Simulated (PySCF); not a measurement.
TeFBr, SMILES F[Te]Br. The structure is a stationary point at B3LYP-D3(BJ)/def2-TZVP. The def2 effective core potentials stand for the cores of Te; spin–orbit coupling is left out.

Computed equilibrium geometry at B3LYP-D3(BJ)/def2-TZVP (PySCF confirms it by a frequency run) as a Z-matrix, and its point group:
point group Cs.
```
Te
F 1 1.9210
Br 1 2.4925 2 97.80
```
Charge 0, spin multiplicity 1.
